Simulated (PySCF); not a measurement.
**Ba⁴⁰⁺: ionisation energy**

Ba⁴⁰⁺ [Ne] 3s2 3p4 (3P) → Ba⁴¹⁺ [Ne] 3s2 3p3 (4S), as a difference of total energies. All numbers are calculated (PySCF 2.14, the spin-free X2C one-electron Hamiltonian (Gaussian nucleus), in an even-tempered Gaussian basis (18 s from 6.9 bohr⁻², ratio 2.5; 12 p from 9 bohr⁻², ratio 2.5; 5 d from 40 bohr⁻², ratio 2.7; 4 f from 60 bohr⁻², ratio 2.7)). Correlated levels: outer shells: 1s2 frozen; virtual orbitals above 40 to 60 times the deepest correlated orbital energy dropped. The calculations carry no spin-orbit coupling.

```json
{"method": "UHF", "ionisation energy (eV)": "3012.3"}
{"method": "MP2 (outer shells)", "ionisation energy (eV)": "3013.4"}
{"method": "SCS-MP2 (outer shells)", "ionisation energy (eV)": "3013.4"}
{"method": "CCSD (outer shells)", "ionisation energy (eV)": "3013.4"}
{"method": "CCSD(T) (outer shells)", "ionisation energy (eV)": "3013.4"}
```

Spin-orbit coupling is strong in these open shells (close to jj coupling). The scalar numbers leave it out and a first-order estimate fails, so it can dominate the gap to the real levels.

Breit and QED terms and the two-electron picture change are absent.

For comparison: 2994 ± 4 eV (theoretical estimate listed by NIST; NIST Atomic Spectra Database, ionization energies).
